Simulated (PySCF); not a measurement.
An unknown shows these calculated signals:

$^{1}$H NMR (400 MHz, computed): δ 6.66 (m, 1H), 5.76 (d, 1H), 4.32 (s, 3H), 2.09 (m, 2H), 1.38 (m, 2H), 1.09 (t, 3H).

$^{13}$C{$^{1}$H} NMR (computed): δ 159.6 (CH), 115.8 (C), 115.5 (CH), 90.3 (C), 42.6 (CH2), 28.4 (CH2), 17.2 (CH3).

[PySCF 2.14: PBE0/pcSseg-1 with gauge-including orbitals; GFN2-xTB structure; gas phase; one computed conformer; one averaged value for each set of equivalent atoms; non-relativistic]

References, each an isolated molecule treated in the same way: $^{1}$H and $^{13}$C against TMS.

**Question.** Which of these does the molecule contain: a non-aromatic C=C double bond, a benzene ring, a CH3CH2 unit, a CF3 group, a Si–H bond, an amide?

**Answer.** 
- A non-aromatic C=C double bond: yes.
- A benzene ring: no.
- A CH3CH2 unit: yes (δC 17.2, 28.4; δH 1.09 (t), 1.38 (m)).
- A CF3 group: no.
- A Si–H bond: yes (δH 4.32 (s)).
- An amide: no.

The data belong to SMILES C(/C=C/CCC)#C[SiH3], C$_{7}$H$_{12}$Si; they needn't prove each group on their own.

Carbon signals by region: 3 in the sp2 and nitrile region (100–160 ppm), 1 at 50–100 ppm, 3 below 50 ppm.

Shifts are as computed. Against solution values, carbons near 30 ppm lie about +3 ppm off and those near 130 ppm about +5 ppm. Of 1211 compounds with measured shifts, 218 miss one by over three times the rms of a fit or turn the order of signals round; such compounds aren't used in these exercises. Multiplicities follow the n + 1 count of equivalent neighbours, as no J values were calculated; m marks all less simple cases, F and P coupling included.
